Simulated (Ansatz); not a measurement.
C2H3F2NSi can be A, `C=C=N[SiH](F)F`, or B, `C[Si](F)(F)C#N`.

Isolated molecules relaxed with PBE0-D4/def2-TZVP in Ansatz; ΔE leaves out vibrations. CBS: MP2 limit from def2 TZ/QZ plus the TZ coupled-cluster correction, frozen cores. Functionals use def2-TZVPP. B3LYP here is the variant with VWN-RPA as its local correlation; programs differ in this. One conformer a species, not always the lowest.

A:

```xyz
9

C    -1.3657    1.1113    1.3488
C    -0.6035    0.2196    0.7775
N     0.0899   -0.6439    0.2922
Si    1.1085   -0.8519   -1.0569
F     1.0523    0.3752   -2.0549
F     0.5883   -2.1153   -1.8469
H    -2.4150    1.1674    1.0949
H    -0.9467    1.8012    2.0681
H     2.4919   -1.0636   -0.6229
```

B:

```xyz
9

C    -0.474    1.159    0.150
Si    0.596   -0.264   -0.261
F     0.902   -0.347   -1.808
F     1.977   -0.206    0.501
C    -0.186   -1.871    0.201
N    -0.723   -2.841    0.510
H    -1.425    1.089   -0.383
H    -0.680    1.185    1.222
H     0.014    2.095   -0.133
```

(1) Which is lower in electronic energy at CCSD(T)/CBS, and by how much? (Best estimate.)

(2) Give E(B) − E(A) in kcal/mol with B2PLYP, MP2/def2-TZVPP, HF/def2-TZVPP, PBE-D4, ωB97M-V, B3LYP, LDA (SPW92). (Best estimate.)

(3) Does the order hold for the free energy at 298.15 K (harmonic terms from PBE0-D4)? (Best estimate.)

Largest T1 diagnostic: 0.014.

Results:

(1) Computed: B, by 23.3 kcal/mol.

(2) Computed: B2PLYP -20.5, MP2/def2-TZVPP -25.5, HF/def2-TZVPP -20.9, PBE-D4 -15.7, ωB97M-V -20.9, B3LYP -16.5, LDA (SPW92) -10.7. None reverses the order clearly.

(3) Ansatz gave: Yes: G(B) − G(A) = -21.9 kcal/mol, for one conformer each. Modes under 60 cm⁻¹, often nearly free rotors, make the harmonic entropy too high.

At CCSD(T), def2-SVP lies −2.7 kcal/mol from the extrapolated value and def2-TZVPP −1.2 kcal/mol. From BLYP to BHLYP (50 % exact exchange), in def2-TZVPP and without D4, E(B) − E(A) moves by −2.0 kcal/mol.
